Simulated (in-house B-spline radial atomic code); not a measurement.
The strontium ion Sr²⁺ is squeezed into an impenetrable sphere of radius R (the orbitals vanish at R). No spin polarisation. Caution: exact exchange at fractional occupations of open shells leaves self-interaction of up to several eV. Computed with a radial B-spline atomic code at the basis-set limit: non-relativistic B3LYP, spherical fractional occupations, point nucleus.

Energies in eV above the free ion in [Ar] 3d10 4s2 4p6:

| R (bohr) | highest level (eV) | [Ar] 3d10 4s2 4p6 | [Ar] 3d10 4s2 4p5 4f1 | [Ne] 3s2 3p5 3d10 4s2 4p6 4d1 | -dE/dV in [Ar] 3d10 4s2 4p6 (GPa) |
| --- | --- | --- | --- | --- | --- |
| 8.38 | -38 | 0 | 37.41 | 269.9 | 1.13e-05 |
| 5.57 | -38 | 0.01241 | 40.95 | 270.1 | 0.0978 |
| 5.03 | -37.9 | 0.05691 | 42.75 | 270.3 | 0.54 |
| 4.01 | -37.3 | 0.9213 | 49.28 | 272 | 13.1 |
| 3.4 | -35.6 | 4.58 | 58.81 | 276.9 | 88.4 |
| 3.18 | -34.3 | 8.093 | 65.14 | 281.1 | 177 |
| 2.75 | -29.3 | 24.43 | 88.45 | 299.6 | 713 |
| 2.02 | 0.347 | 162.3 | 243 | 451.7 | 9170 |
| 1.88 | 13.8 | 236.5 | 320.4 | 533.4 | 15700 |
| 1.41 | 121 | 918.9 | 997.5 | 1280 | 123000 |

(1) Does [Ar] 3d10 4s2 4p5 4f1 fall below [Ar] 3d10 4s2 4p6 under compression?

(2) Does [Ne] 3s2 3p5 3d10 4s2 4p6 4d1 fall below [Ar] 3d10 4s2 4p6 under compression?

The highest level is first positive in the row R = 2.02 bohr, pushed up by confinement above the zero of the free ion's potential. Each configuration is held fixed and needn't be the lowest in the sphere.

Answers

(1) No, it stays above over the whole range.

(2) No, it stays above over the whole range.
